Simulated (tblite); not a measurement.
C₃H₁₄N₂Si₃.
SMILES with atom numbers: `[CH2:1]=[CH:2][Si@@H:3]([NH2:4])[CH2:5][SiH2:6][NH:7][SiH3:8]` (hydrogens: H9, H10 on C1; H11 on C2; H12 on Si3; H13, H14 on N4; H15, H16 on C5; H17, H18 on Si6; H19 on N7; H20, H21, H22 on Si8)

Structure optimised with GFN2-xTB, isolated species.

(1) What internal coordinates does the optimisation give?

Answers

(1) 
| bond | length (Å) |
| --- | --- |
| C1=C2 | 1.323 |
| C2–Si3 | 1.893 |
| Si3–N4 | 1.734 |
| Si3–C5 | 1.893 |
| C5–Si6 | 1.889 |
| Si6–N7 | 1.734 |
| N7–Si8 | 1.728 |
| C1–H9 | 1.079 |
| C1–H10 | 1.080 |
| C2–H11 | 1.084 |
| Si3–H12 | 1.466 |
| N4–H13, N4–H14 | 1.008 |
| C5–H15 | 1.090 |
| C5–H16 | 1.089 |
| Si6–H17 | 1.466 |
| Si6–H18 | 1.470 |
| N7–H19 | 1.006 |
| Si8–H20, Si8–H21, Si8–H22 | 1.465 |

Bonds in one row agree within 0.01 Å and their mean is given. A selection of angles:
| angle | degrees |
| --- | --- |
| C1–C2–Si3 | 124.5 |
| C2–Si3–N4 | 114.6 |
| C2–Si3–C5 | 108.4 |
| N4–Si3–C5 | 106.3 |
| Si3–C5–Si6 | 113.3 |
| C5–Si6–N7 | 107.2 |
| Si6–N7–Si8 | 127.7 |
| H13–N4–Si3 | 118.3 |
| H14–N4–Si3 | 118.9 |
| H19–N7–Si6 | 115.3 |
| H19–N7–Si8 | 115.4 |

Dihedral angles: C1–C2–Si3–N4 80° (synclinal); C2–Si3–C5–Si6 64° (synclinal); Si3–C5–Si6–N7 -177° (antiperiplanar); C5–Si6–N7–Si8 178° (antiperiplanar).

Si8 (SiH3 silicon) is distorted tetrahedral (angles from 105.6° to 111.9°). N4 (silicon-bound nitrogen) is pyramidal (angles 118.9°, 118.3° and 109.5°, sum 346.7°, 0.25 Å off the plane of its three neighbours). All 3 C–Si bonds measure 1.889 to 1.893 Å. Si6 (SiH2 silicon) is tetrahedral (angles from 106.7° to 112.7°). Si3 (SiH silicon) is distorted tetrahedral (angles from 104.3° to 114.6°). N7 (nitrogen bridging silicon atoms) is almost planar (angles 127.7°, 115.4° and 115.3°, sum 358.4°, 0.10 Å off the plane of its three neighbours).

Point group: C1 (no symmetry element, even within 0.4 Å). Its lowest GFN2-xTB frequency is 19i cm⁻¹, too small to tell a flat minimum from a shallow saddle. The numbers are those of one conformer (C1–C2–Si3–N4 80°, C2–Si3–N4–H -59° and 78°, C2–Si3–C5–Si6 64°, Si3–C5–Si6–N7 -177°, C5–Si6–N7–Si8 178°). 3 starts were optimised and ended at 0.00, 0.17 and 0.81 kcal/mol (GFN2-xTB); the lowest of these is shown.

Time: 1.8 s wall. Hardware: one thread of an Arm Neoverse N1 (shared host). That covers the optimisation of the geometry.

These are computed values.
